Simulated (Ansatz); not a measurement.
`[OH][SbH][SiH3]` + CH₃OH → `C[O][SbH][SiH3]` + H₂O at 700 K and 1 bar (ligand exchange at the Sb–O bond).

Gas-phase electronic energies from Ansatz, PBE0-D4/def2-TZVP geometries. CCSD(T)/CBS is the MP2 limit (def2-TZVPP, def2-QZVPP) plus CCSD(T) − MP2 in def2-TZVPP, frozen cores. This one scheme is used for every species. def2 core potentials past Kr. For Sb outer-core shells are correlated without core-valence functions, which leaves a few kJ/mol of doubt a bond. Each species was taken in one conformer, which may not be the lowest.

```csv
species,CCSD(T)/CBS energy (Eh),H − E (kJ/mol),S (J/(mol·K))
`[OH][SbH][SiH3]`,-607.27229,184.9,441.4
CH₃OH,-115.61712,170.8,288.5
`C[O][SbH][SiH3]`,-646.51193,274.5,507.1
H₂O,-76.37941,80.5,218.4
```

H − E and S are ideal-gas, rigid-rotor, harmonic terms from PBE0-D4/def2-TZVP, for one conformer and one mirror image of each species. 1 Eh = 2625.50 kJ/mol, R = 8.31446 J/(mol·K).

Q: By hand: ΔE, ΔH, ΔS and ΔG.

A: ΔE = (-646.51193) + (-76.37941) − (-607.27229) − (-115.61712) = -0.00193 Eh = -5.1 kJ/mol. Δ(H − E) = 274.5 + 80.5 − 184.9 − 170.8 = -0.7, so ΔH = -5.8 kJ/mol. ΔS = 507.1 + 218.4 − 441.4 − 288.5 = -4.4 J/(mol·K). ΔG = -5.8 − 700 × (-4.4)/1000 = -2.7 kJ/mol.

Q: By hand: the equilibrium constant, and the temperature at which ΔG would vanish if ΔH and ΔS stayed fixed.

A: log₁₀ K = −ΔG/(RT ln 10) = 0.2. ΔG = 0 at ΔH/ΔS = 1318 K, though so small a ΔH makes that figure unsure.

TΔS isn't small against ΔH here. The sign of ΔG lies within the doubt. A doubt of 5 kJ/mol in ΔE shifts log₁₀ K by 0.4 here. Other conformers and mirror images would add mixing entropy, several J/(mol·K) or more a flexible species. Modes under 60 cm⁻¹, often nearly free rotors, make the harmonic entropy too high. These are equilibria of isolated gas molecules and say nothing of rates. Largest T1 diagnostic: 0.014 (customary marks: 0.02 for closed shells, 0.045 for open ones).
